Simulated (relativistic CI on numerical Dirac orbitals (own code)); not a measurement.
# Te XLI: sensitivity of the levels to the model

Base calculation: Dirac-Coulomb-Breit CI, separate exchange-only KLI orbitals for each configuration, QED by a radiative potential, unscaled Slater integrals.

CI space (outside the closed core [Ne]): 3s², 3s3p, 3p², 3s3d, 3d², 3p3d, 3p4s, 3d4s, 3s4s, 3s4p, 3s4d, 3s4f, 3s5s, 3s5p, 3s5d, 3s5f. Levels of other configurations are missing.

The lowest level and the first level of each name with at least 55 % of one term (blank where a level has no safe partner in the second run):

```tsv
Level	Base (eV)	Shift (eV)
3s² ¹S0	0.000	0.000
3s3p ³P°0	81.866	-1.164
3s3p ³P°1	90.087	-1.030
3s3p ³P°2	152.703	-0.030
3s3p ¹P°1	178.541	-0.100
3p² ³P0	197.516	-2.294
3p² ¹D2	259.031	-0.880
3p² ³P1	259.967	-1.267
3s3d ³D1	291.107	+0.409
3s3d ³D2	295.075	+0.535
3s3d ³D3	306.647	+1.178
3p² ¹S0	349.426	-0.307
3p3d ³F°2	379.624	-0.636
3p3d ³D°1	401.187	-0.753
3p3d ³F°3	406.365	+0.111
3p3d ³P°0	465.213	+0.125
3p3d ³P°1	465.614	+0.328
3p3d ³F°4	466.001	+1.134
3p3d ¹F°3	490.663	+0.949
3p3d ¹P°1	497.993	+0.763
3d² ³F2	589.527	+0.877
3d² ³F3	602.714	+1.544
```

At this charge energies of transitions that change n are usually good to better than 1 %, and those within a shell (Δn = 0) to a few per cent.

Task: One thing was changed in a second run, which moved the levels as shown. Which?
A. Breit term removed
B. configuration mixing switched off
C. one mean potential for all configurations
D. QED terms removed

Result: A. Breit term removed. The Breit term mainly narrows fine-structure intervals, so removing it widens them.

LS names give the leading component of a level, which can be under half, so a name can repeat, a term be missing and a line seem to break the LS rules.
